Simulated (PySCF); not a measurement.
**Partial charges of `[H]/N=C\C=C=C=CC`**

C₆H₇N.
Structure used (GFN2-xTB), in Å, numbered top down from 1:
```
atom  x, y, z in Å
C1     2.8642    0.4662   -0.6675
C2     2.0667   -0.5480    0.0785
C3     0.7527   -0.5544    0.1365
C4    -0.4998   -0.5606    0.1946
C5    -1.8211   -0.5341    0.2418
C6    -2.6038    0.4789   -0.4341
N7    -3.8628    0.5955   -0.4444
H8     2.2188    1.1672   -1.1904
H9     3.5151   -0.0291   -1.3886
H10    3.5023    1.0176    0.0246
H11    2.6275   -1.3145    0.6002
H12   -2.3583   -1.2896    0.8047
H13   -2.0455    1.2234   -0.9953
H14   -4.3568   -0.1190    0.0920
```

Density: PBE0/pcSseg-1 (PySCF); schemes: Mulliken, IAO, Hirshfeld and ESP-fitted. The structure is a single GFN2-xTB conformer in the gas phase; no vibrational or solvent corrections.

**Question.** Tabulate the Mulliken, IAO, Hirshfeld and ESP-fitted charges.

**Answer.** In e:

```tsv
atom	environment	Mulliken	IAO	Hirshfeld	ESP-fitted
C1	methyl carbon	-0.221	-0.420	-0.106	-0.369
C2	outer carbon of cumulated double bonds	-0.303	-0.123	-0.011	+0.123
C3	central carbon of cumulated double bonds	+0.056	-0.045	-0.038	-0.262
C4	central carbon of cumulated double bonds	+0.074	-0.011	-0.021	+0.090
C5	outer carbon of cumulated double bonds	-0.287	-0.211	-0.054	-0.363
C6	imine carbon	+0.092	+0.042	+0.037	+0.471
N7	imine nitrogen	-0.351	-0.433	-0.236	-0.784
H8	methyl hydrogen	+0.129	+0.159	+0.051	+0.147
H9	methyl hydrogen	+0.136	+0.161	+0.055	+0.118
H10	methyl hydrogen	+0.138	+0.161	+0.055	+0.121
H11	hydrogen on C2	+0.136	+0.170	+0.061	+0.101
H12	hydrogen on C5	+0.136	+0.166	+0.056	+0.177
H13	hydrogen on a C=N carbon	+0.108	+0.148	+0.046	+0.047
H14	N–H hydrogen	+0.156	+0.237	+0.105	+0.381
```

Mean size of the charges over all atoms: ESP-fitted 0.254 e, IAO 0.178 e, Mulliken 0.166 e, Hirshfeld 0.067 e. Each set sums to the total charge, 0, to within 0.001 e. The Hirshfeld scheme divides the density at each point in proportion to the densities of the neutral, spherically averaged free atoms.

Lowest charge. All schemes agree: Mulliken N7 (-0.351); IAO N7 (-0.433); Hirshfeld N7 (-0.236); ESP-fitted N7 (-0.784).

Highest charge. The schemes don't all agree: Mulliken H14 (+0.156); IAO H14 (+0.237); Hirshfeld H14 (+0.105); ESP-fitted C6 (+0.471).

**Question.** How many electrons does the Hirshfeld scheme count on C5?

**Answer.** Z − q = 6 − (-0.054) = 6.054.

**Question.** How closely do the schemes follow one another over all atoms?

**Answer.** Correlation coefficient and root-mean-square difference: IAO with Hirshfeld 0.94, 0.136 e; Hirshfeld with ESP-fitted 0.91, 0.245 e; Mulliken with IAO 0.90, 0.091 e; IAO with ESP-fitted 0.83, 0.187 e; Mulliken with Hirshfeld 0.82, 0.127 e; Mulliken with ESP-fitted 0.73, 0.224 e.

**Question.** Sum the charges by element, for elements with more than one atom.

**Answer.** 
```json
{"element": "C", "atoms": "6", "Mulliken": "-0.588", "IAO": "-0.768", "Hirshfeld": "-0.193", "ESP-fitted": "-0.309"}
{"element": "H", "atoms": "7", "Mulliken": "+0.939", "IAO": "+1.201", "Hirshfeld": "+0.429", "ESP-fitted": "+1.093"}
```
